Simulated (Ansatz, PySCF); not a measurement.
This singlet lies 1.67 eV below the relaxed triplet at the level frozen-core CCSD(T)/aug-cc-pVDZ // PBE0-D3(BJ)/def2-TZVPD (Ansatz, a program for electronic structure).

```xyz
6

N     -1.0407    -0.0590    -0.0506
Al    -0.0504     1.4199     0.4203
S      2.1096     0.4482     0.1998
H     -0.7044    -0.9770    -0.3135
H     -2.0499    -0.0422    -0.0774
H      1.7358    -0.7898    -0.1786
```

Charge -1, multiplicity 1.

Give the Mulliken and meta-Löwdin atomic charges from PBE0-D3(BJ)/def2-TZVPD (PySCF).


| atom | Mulliken (e) | meta-Löwdin (e) |
|---|---|---|
| N1 | -0.25 | -0.76 |
| Al2 | -0.61 | -0.12 |
| S3 | -0.46 | -0.53 |
| H4 | 0.13 | 0.17 |
| H5 | 0.09 | 0.19 |
| H6 | 0.11 | 0.05 |
